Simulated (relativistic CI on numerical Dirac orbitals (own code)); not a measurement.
Ce XXI: sensitivity of the levels to the model

Base calculation: Dirac-Coulomb-Breit CI, KLI orbitals optimised for each configuration, model QED (radiative potential, 1s self-energy scaled to tabulated hydrogen-like ionisation energies), unscaled Slater integrals.

Configurations in the expansion (outside the closed core [Ar] 3d10): 4s2 4p6 4d2, 4s2 4p5 4d3, 4s2 4p6 4d 4f, 4s 4p6 4d3, 4s2 4p5 4d2 4f, 4s2 4p6 4d 5s, 4s 4p6 4d2 4f, 4s2 4p6 4d 5p, 4s2 4p6 4f 5s, 4s2 4p6 4d 5d, 4s2 4p6 4f2, 4s2 4p5 4f3, 4s 4p6 4f3, 4s2 4p6 4f 5p, 4s2 4p5 4f2 5p, 4s 4p6 4f2 5p. Double excitations out of closed p, d and f shells are left out; levels of such configurations are missing from the list, as are those of other unlisted configurations, and high levels can miss mixing partners.

Variants: (1) one mean potential for all configurations. Shifts of the energy above 4s2 4p6 4d2 3F_2, in cm⁻¹, for the lowest level and the first level of each name with at least 55 % of one term (blank where a level changes its place among those of its configuration and J or its character, or is not in the variant):

| Level | Base | Δ(1) |
| --- | --- | --- |
| 4s2 4p6 4d2 3F_2 | 0 | 0 |
| 4s2 4p6 4d2 3F_3 | 29696 | -3 |
| 4s2 4p6 4d2 3P_0 | 38843 | -2 |
| 4s2 4p6 4d2 3F_4 | 50137 | -5 |
| 4s2 4p6 4d2 3P_1 | 57293 | -4 |
| 4s2 4p6 4d2 1G_4 | 83589 | -8 |
| 4s2 4p6 4d2 1S_0 | 156254 | -12 |
| 4s2 4p5 4d3 5D°_0 | 786502 | -131 |
| 4s2 4p5 4d3 5S°_2 | 797444 | -133 |
| 4s2 4p5 4d3 5G°_6 | 827956 | -139 |
| 4s2 4p5 4d3 3P°_0 | 848909 | -148 |
| 4s2 4p5 4d3 3I°_7 | 877211 | -144 |
| 4s2 4p5 4d3 3F°_4 | 883567 | -177 |
| 4s2 4p5 4d3 5P°_3 | 892001 | -150 |
| 4s2 4p5 4d3 3H°_6 | 900653 | -147 |

At this charge energies of transitions that change n are usually good to better than 1 %, and those within a shell (Δn = 0) to a few per cent. Terms inside the open d or f shell come out 10 to 20 % too wide with unscaled integrals.

Ionisation energy from the two ground configurations alone: base 579.276 eV. The NIST ASD value (theoretical) is 579 eV.

LS names give the leading component of a level, which can be under half, so a name can repeat, a term be missing and a line seem to break the LS rules.
